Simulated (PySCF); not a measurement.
**Removing an electron from `F[C@@H]1C[C@@H]1O[SiH3]`**

C3H7FOSi.
Atom-mapped SMILES: `[F:1][C@@H:2]1[CH2:3][C@@H:4]1[O:5][SiH3:6]` (hydrogens: H7 on C2; H8, H9 on C3; H10 on C4; H11, H12, H13 on Si6)

Cartesian coordinates in Å at the PBE0-D3(BJ)/def2-SVP level; atoms count from 1:
```xyz
13
C3H7FOSi angstrom
F      0.126    1.624    0.526
C     -0.758    1.071   -0.348
C     -1.803    0.168    0.214
C     -0.638   -0.409   -0.545
O      0.310   -1.104    0.170
Si     1.923   -0.690    0.371
H     -0.973    1.736   -1.191
H     -1.759    0.022    1.296
H     -2.802    0.162   -0.227
H     -0.825   -0.803   -1.552
H      2.165   -0.036    1.688
H      2.376    0.200   -0.741
H      2.681   -1.972    0.328
```

Level: CAM-B3LYP/def2-SVPD (PySCF). Frontier orbitals with their largest atomic shares (Löwdin; up to four atoms above 4 %):

| orbital | ε (eV) | main atoms |
| --- | --- | --- |
| HOMO−3 | -10.92 | Si6 36 %, H12 26 %, H13 18 %, O5 6 % |
| HOMO−2 | -10.70 | Si6 20 %, H11 16 %, C3 14 %, F1 11 % |
| HOMO−1 | -9.36 | O5 33 %, C3 17 %, C4 10 %, Si6 8 % |
| HOMO | -9.28 | ? |
| LUMO | 1.15 | Si6 23 %, C4 10 %, C2 10 %, O5 10 % |
| LUMO+1 | 1.40 | Si6 46 %, H11 12 %, H13 11 %, H12 11 % |
| LUMO+2 | 1.75 | Si6 23 %, H9 16 %, C3 13 %, H7 9 % |

Q: What vertical ionisation energy does ΔSCF give, and how far is −ε(HOMO) from it?

A: ΔSCF: 10.11 eV (975 kJ/mol; threshold wavelength 123 nm); ⟨S²⟩ of the doublet left behind is 0.755, against 0.75 for a pure doublet. −ε(HOMO) is 9.28 eV, 0.83 eV below it. In exact Kohn–Sham theory the two would be equal; CAM-B3LYP (range-separated hybrid) falls short of its own ΔSCF value by 8 %. Holes in the HOMO−1 and HOMO−2 were tried too where these lie within 1.2 eV of the HOMO; the lowest converged state counts.

Q: On which atoms does the HOMO lie?

A: O5 (silyl ether oxygen) 27 %, C4 (sp3 carbon bound to oxygen) 21 %, C2 (sp3 C–F carbon) 19 %, C3 (three-membered-ring carbon) 9 %, so no atom holds as much as 40 %. The HOMO−1 lies 0.08 eV lower.

Q: Shift the occupied levels rigidly so that −ε(HOMO) equals the ΔSCF value. What binding energies result?

A: The shift is +0.83 eV: HOMO 10.11, HOMO−1 10.19, HOMO−2 11.53, HOMO−3 11.75 eV. A rigid shift is only a rough guide to the deeper ionisations.

Q: How many of the 10 lowest singlet excitations (vertical TDDFT, same level) lie below the ionisation energy?

A: All 10; they run from 7.15 to 8.55 eV.

One conformer (not necessarily the lowest) at the PBE0-D3(BJ)/def2-SVP geometry, without solvent, vibrations or thermal averaging.

These values come from a run that also computed excited states and ΔSCF ions. Time: 1.7 min (grids of density and orbitals included); peak memory 1.0 GiB. Hardware: Arm Neoverse V2, one thread, shared host with 96 logical CPUs at a one-minute load of 43.
